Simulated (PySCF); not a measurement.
**How methods differ on the excitation energy of Br**

Br [Ar] 3d10 4s2 4p5 (2P) → Br [Ar] 3d10 4s1 4p6 (2S), as a difference of total energies. Calculation: PySCF 2.14, in aug-cc-pVDZ-PP with ECP10MDF (5s4p3d, 32 functions); a scalar-relativistic core potential. Correlated levels: valence: 3s2 3p6 3d10 frozen. The calculations carry no spin-orbit coupling.

```tsv
method	excitation energy (eV)
UHF	15.055
LDA	12.329
PBE	12.316
PBE0	13.013
r2SCAN	12.878
TPSSh	12.742
M06-2X	13.141
B2PLYP	12.927
PBEsol	12.308
MP2 (valence)	12.975
SCS-MP2 (valence)	12.716
```

Question: How much does correlation contribute at MP2 (valence)?

Answer: 12.975 − (15.055) = -2.080 eV, measured against UHF.

The upper state lies above the first ionisation limit, where it may autoionise and the basis confines it.
